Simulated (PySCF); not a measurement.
C3H9B3O3, charge -1, doublet, geometry from GFN2-xTB (a state made from the parent by changing its charge; the spin is typed, not shown lowest) (in this run its highest filled SCF level lies above zero, so its values depend strongly on the basis, on diffuse functions most of all). Base run: DF-B3LYP/pcseg-1 (PySCF).

Input for PySCF:
```python
from pyscf import gto, scf, dft

mol = gto.Mole()
mol.atom = '''
    C    -1.882632   -2.258842   -0.384354
    B    -0.903798   -0.998722   -0.091208
    O     0.475998   -1.281510   -0.063452
    B     1.330207   -0.180549    0.143410
    C     2.920663   -0.499704    0.120092
    O     0.888346    1.035402    0.382769
    B    -0.553030    1.368623    0.493154
    C    -0.957577    2.715968   -0.353330
    O    -1.395612    0.198936    0.142905
    H    -1.648981   -2.721198   -1.342378
    H    -2.927451   -1.955947   -0.400643
    H    -1.766183   -3.028496    0.378153
    H     3.217699   -0.938846   -0.831274
    H     3.186168   -1.214769    0.898254
    H     3.509852    0.401623    0.275409
    H    -2.008701    2.976974   -0.218904
    H    -0.364532    3.579127   -0.046232
    H    -0.797351    2.587618   -1.431396
'''
mol.basis = 'pcseg-1'
mol.charge = -1
mol.spin = 1
mol.verbose = 4
mol.build()

mf = dft.UKS(mol)
mf.xc = 'b3lyp'
mf = mf.density_fit(auxbasis='def2-universal-jkfit')
mf.kernel()
mf.analyze()
```

Variants of this job, named by their change:

```json
[
 {"change": "base", "ΔE vs base (µEh)": "0.0", "SCF cycles": "12", "<S^2>": "0.752"},
 {"change": "conv_tol_grad = 1e-3", "ΔE vs base (µEh)": "0.0", "SCF cycles": "12", "<S^2>": "0.752"},
 {"change": "diis_space = 2", "ΔE vs base (µEh)": "0.0", "SCF cycles": "25", "<S^2>": "0.752"},
 {"change": "conv_tol = 1e-11", "ΔE vs base (µEh)": "0.0", "SCF cycles": "14", "<S^2>": "0.752"},
 {"change": "init_guess = mod_huckel", "ΔE vs base (µEh)": "0.0", "SCF cycles": "13", "<S^2>": "0.752"},
 {"change": "DIIS = ADIIS", "ΔE vs base (µEh)": "0.0", "SCF cycles": "18", "<S^2>": "0.752"},
 {"change": "level_shift = 1.0 (with mf.max_cycle = 100)", "ΔE vs base (µEh)": "0.0", "SCF cycles": "58", "<S^2>": "0.752"},
 {"change": "level_shift = 0.5 (with mf.max_cycle = 100)", "ΔE vs base (µEh)": "0.0", "SCF cycles": "33", "<S^2>": "0.752"},
 {"change": "damp = 0.5; diis_start_cycle = 5", "ΔE vs base (µEh)": "0.0", "SCF cycles": "12", "<S^2>": "0.752"},
 {"change": "diis_space = 20", "ΔE vs base (µEh)": "0.0", "SCF cycles": "12", "<S^2>": "0.752"}
]
```

Open shells are given as the SCF converged; they aren't shown to be the lowest states, and a large step between rows can be another state.
